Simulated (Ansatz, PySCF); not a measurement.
Spin states of F3Ta (SMILES [F][Ta]([F])[F]), each relaxed with B3LYP-D3(BJ)/def2-TZVP.
State 1 (charge 0, multiplicity 1):
```xyz
4

Ta    -0.01446     0.01663    -0.01394
F      1.76376    -0.35838    -0.34591
F     -0.76897    -0.44408     1.60818
F     -1.03833     0.85280    -1.30437
```
State 2 (charge 0, multiplicity 3):
```
atom    x (Å)    y (Å)    z (Å)
----  -------  -------  -------
Ta     0.0702  -0.0541   0.0928
F      1.8231  -0.3054  -0.5345
F     -0.9686  -0.3998   1.6195
F     -0.9827   0.8262  -1.2338
```

Singlets are restricted, other states unrestricted; no spin–orbit coupling, no relativity up to Kr; see below for the cores. The largest T1 diagnostic is 0.023.

Programs: Ansatz (a quantum-chemistry and plane-wave program); PySCF for the dispersion terms. Each number belongs to the level named beside it. In def2 rows elements past Kr take small-core potentials, without spin–orbit coupling.

Problem. One of these levels gives 5.90 kcal/mol for the energy of the multiplicity-3 state less that of the multiplicity-1 state. Which one is it?
A. r2SCANh/def2-TZVPP
B. SVWN5/def2-TZVPP
C. r2SCAN-D3(BJ)/def2-TZVPP
D. BLYP/def2-TZVPP

Solution. C, r2SCAN-D3(BJ)/def2-TZVPP. The others give 16.96 (SVWN5/def2-TZVPP), 13.86 (BLYP/def2-TZVPP), 5.00 (r2SCANh/def2-TZVPP)
